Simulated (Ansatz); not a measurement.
Basis-set extrapolation for `O[SiH2][SiH](Cl)Cl` (PBE0-D4/def2-TZVP geometry, frozen core, Ansatz 0.2.0). Multiplicity 1, RHF reference.

```json
{"": "HF", "def2-TZVPP": "-1574.292890", "def2-QZVPP": "-1574.340320"}
{"": "MP2 correlation", "def2-TZVPP": "-0.856320", "def2-QZVPP": "-0.935633"}
{"": "CCSD(T) correlation", "def2-TZVPP": "-0.952694", "def2-QZVPP": "not run"}
```

Energies in hartree. Use E(X) = E(∞) + A·exp(−7.88·√X) for Hartree–Fock and E(X) = E(∞) + B·X^(−2.97) for correlation, with X = 3 and 4, and add CCSD(T) minus MP2 of the smaller set to the MP2 limit.

Task: What is the CCSD(T) energy at the basis-set limit?

Result: HF limit: -1574.340320 + (-0.047430) × 0.13774 = -1574.34685. MP2 limit: -0.935633 + (-0.079313) × 0.74074 = -0.99438. Higher-order term: -0.952694 − (-0.856320) = -0.09637. Total: -1575.43760 hartree, 504.1 kJ/mol below CCSD(T)/def2-TZVPP.
